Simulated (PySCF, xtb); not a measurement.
C6H4N2OSe, SMILES c1c[se]c(-c2nnco2)c1.

Geometry optimised at B3LYP-D3(BJ)/def2-SVP. This is a generated structure with no PubChem entry under its InChIKey; it may be hypothetical. The values are those of a single conformer.

The numbers are results of C-PCM-PBE0/def2-SVP in PySCF, not measurements.

The values are the electrostatic part of the solvation free energy, E(continuum) − E(gas) at the gas-phase geometry, in a cavity of scaled van der Waals radii (PySCF's table); cavitation and dispersion terms are not included. In vacuum the orbital gap is 5.01 eV. The dipole moment in vacuum is 3.55 D.

| solvent | ε | ΔG(elec) (kcal/mol) | dipole (D) | gap (eV) |
|---|---|---|---|---|
| water | 78.36 | -8.4 | 4.83 | 5.02 |
| n-hexane | 1.88 | -3.6 | 4.05 | 5.02 |
| ethanol | 24.85 | -8.1 | 4.78 | 5.02 |

For comparison, GFN2-xTB/ALPB(water) (xtb, at the GFN2-xTB geometry, all terms of that model) gives -5.8 kcal/mol.
